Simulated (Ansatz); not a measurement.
Geometry optimisation, Ansatz 0.2.0, RKS PBE/def2-SVP.

input.yaml

```yaml
crystal:
  periodic: [false, false, false]
  atoms:
    - { symbol: W, position_ang: [0.0, 0.0, 0.0] }
    - { symbol: F, position_ang: [0.0, 0.0, 2.2] }
    - { symbol: Cl, position_ang: [2.39, 0.0, 0.0] }
    - { symbol: Cl, position_ang: [0.0, 2.39, 0.0] }
    - { symbol: Cl, position_ang: [-2.39, 0.0, 0.0] }
    - { symbol: F, position_ang: [0.0, -1.85, 0.0] }
    - { symbol: Cl, position_ang: [0.0, 0.0, -2.39] }
    - { symbol: O, position_ang: [1.4721, 1.5335, 0.7063] }
    - { symbol: H, position_ang: [2.2027, 1.0805, 1.2365] }
    - { symbol: H, position_ang: [0.8771, 0.9137, 1.8599] }
basis:
  gaussian: { orbitals: def2-SVP }
hamiltonian:
  xc: pbe
relax:
  f_tol: 0.15
  max_steps: 25
  restrain:
    - { distance: [0, 7], at: 1.94, k: 30.0 }
    - { distance: [9, 1], at: 0.92, k: 30.0 }
    - { distance: [0, 1], at: 3.05, k: 30.0 }
    - { distance: [9, 7], at: 2.21, k: 30.0 }
```

Run as:

```bash
$ ansatz run input.yaml --threads 4 --pin off --max-ram 5120MiB --backend cpu --events-out ev --progress --plain --runs-dir out
```

Problem. Where does it end, and by what steps?

Solution. The run converged. The restraints hold the end off the free minimum. After 22 steps the energy has fallen by 8.237 eV (the restraints' own energy left out); H10 moved furthest, 1.42 Å. The start is strongly strained (largest force component 8 eV/Å), so its close contacts needn't be bonds. Parted: W1–F2 (2.20 → 3.06 Å), Cl3–O8 (1.92 → 2.92 Å), Cl4–O8 (1.84 → 2.87 Å). Joined: F2–H10 (1.31 → 0.93 Å).

| step | energy less start (eV) | largest force component (eV/Å) | accepted |
| --- | --- | --- | --- |
| 0 | 0.0000 | 8.196 | yes |
| 1 | -1.6160 | 6.392 | yes |
| 2 | -2.6754 | 5.346 | yes |
| 3 | -4.3533 | 4.020 | yes |
| 4 | -5.9497 | 2.709 | yes |
| 5 | -6.8740 | 1.507 | yes |
| 6 | -7.2419 | 1.114 | yes |
| 7 | -7.4670 | 1.040 | yes |
| 8 | -7.4907 | 2.188 | no |
| 9 | -7.5748 | 0.899 | yes |
| 10 | -7.6680 | 0.732 | yes |
| 11 | -7.7988 | 0.588 | yes |
| 12 | -7.9552 | 0.640 | yes |
| 13 | -8.0715 | 0.639 | yes |
| 14 | -8.1346 | 1.191 | yes |
| 15 | -8.1972 | 0.530 | yes |
| 16 | -8.2083 | 0.432 | yes |
| 17 | -8.2108 | 0.643 | yes |
| 18 | -8.2216 | 0.431 | yes |
| 19 | -8.2260 | 0.365 | yes |
| 20 | -8.2336 | 0.364 | yes |
| 21 | -8.2288 | 0.747 | no |
| 22 | -8.2366 | 0.411 | yes |

```xyz
10
Properties=species:S:1:pos:R:3
W 0.319 0.312 -0.291
F -0.080 -0.560 2.619
Cl 2.523 -0.174 -0.956
Cl 0.378 2.435 -1.314
Cl -1.825 0.642 0.481
F 0.218 -1.477 0.240
Cl -0.385 -0.402 -2.380
O 1.136 1.243 1.184
H 1.851 1.899 1.070
H 0.417 0.151 2.960
```

Run time: 86 s on 4 threads of Arm Neoverse V1 (shared host), peak memory 0.28 GiB.
